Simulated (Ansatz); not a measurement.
The same path of C2H9ClOSi2 (15 atoms, charge 0, multiplicity 1) was run twice with different band settings. The coordinate that changes most is the dihedral H11–C2–O3–Si4.

Level of theory: Ansatz 0.2.0, RKS B3LYP/def2-SVP.

Relaxed end points:

```xyz
15
Properties=species:S:1:pos:R:3
C 0.437 -2.664 -0.197
C 1.085 -1.293 -0.124
O 0.075 -0.298 -0.023
Si 0.336 1.350 0.083
Si -1.794 2.330 0.225
Cl -1.480 4.399 0.359
H -0.224 -2.732 -1.075
H -0.168 -2.854 0.703
H 1.205 -3.451 -0.276
H 1.762 -1.237 0.751
H 1.705 -1.115 -1.024
H 1.148 1.697 1.292
H 1.065 1.867 -1.118
H -2.546 1.891 1.434
H -2.628 2.060 -0.981
```

```xyz
15
Properties=species:S:1:pos:R:3
C 0.804 -2.351 -0.652
C 0.776 -1.473 0.592
O -0.145 -0.398 0.474
Si 0.120 1.098 -0.220
Si -1.694 2.433 0.446
Cl -1.415 4.315 -0.436
H 1.156 -1.789 -1.533
H -0.202 -2.739 -0.874
H 1.482 -3.207 -0.503
H 0.462 -2.069 1.466
H 1.791 -1.089 0.813
H 1.412 1.682 0.262
H 0.182 1.037 -1.714
H -1.749 2.613 1.924
H -3.001 1.888 -0.019
```

Common settings: movable images 7; climbing image yes; spring 5.0 eV/Å²; optimiser quadratic models (default); start path through a guess of the saddle point; end points relaxed.

| run | force threshold | iteration limit |
| --- | --- | --- |
| 1 | 0.05 eV/Å | 42 |
| 2 | 0.5 eV/Å | 45 |

Q: What does each run give, and how far can it be trusted?

A: Run 1: converged after 10 iterations, highest image 0.031 eV above the first end. The top lies less than 8 meV above the higher end, about what the thresholds resolve: that end is a shoulder or a very shallow well. A vibrational analysis at the climbing image gives no mode beyond 40i cm⁻¹: the surface is too flat there to confirm a saddle point.
Run 2: converged after 5 iterations, highest image 0.049 eV above the first end. The threshold of 0.5 eV/Å is loose, so the images may lie well off the minimum-energy path. The order of the stationary point at the top wasn't checked.
